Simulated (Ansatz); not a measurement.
```yaml
crystal:
  periodic: [false, false, false]
  atoms:
    - {symbol: C, position_ang: [0.046124, 2.518893, 0.596911]}
    - {symbol: C, position_ang: [0.366049, 1.262922, 0.977162]}
    - {symbol: In, position_ang: [-0.143294, -0.382896, -0.321587]}
    - {symbol: C, position_ang: [0.001658, -2.486942, -0.444421]}
    - {symbol: Cl, position_ang: [-1.225265, 0.521884, -2.274214]}
    - {symbol: H, position_ang: [-0.429326, 2.732448, -0.422599]}
    - {symbol: H, position_ang: [0.269498, 3.358582, 1.247667]}
    - {symbol: H, position_ang: [0.867868, 1.097635, 1.856750]}
    - {symbol: H, position_ang: [-0.938146, -2.925711, -0.501388]}
    - {symbol: H, position_ang: [0.606850, -2.749506, -1.306924]}
    - {symbol: H, position_ang: [0.551563, -2.887695, 0.449938]}
basis:
  gaussian: {orbitals: def2-TZVPP}
hamiltonian: {xc: {name: HF}}
correlation: {method: mp2, frozen_orbitals: {C: 0}}
accuracy: high
scf: {lower_state_search: off}
output: {forces: true}
```

```sh
$ ansatz run in.yaml --threads 4 --pin off --events-out ev --progress --plain --max-ram 10444MiB
```

Output, abridged:

```
Functional definition: HF
Error: "frozen_orbitals" has no count for In
```

In this input frozen orbitals are typed for one element alone, and the program wants a count for each. The input was rejected before any iteration.
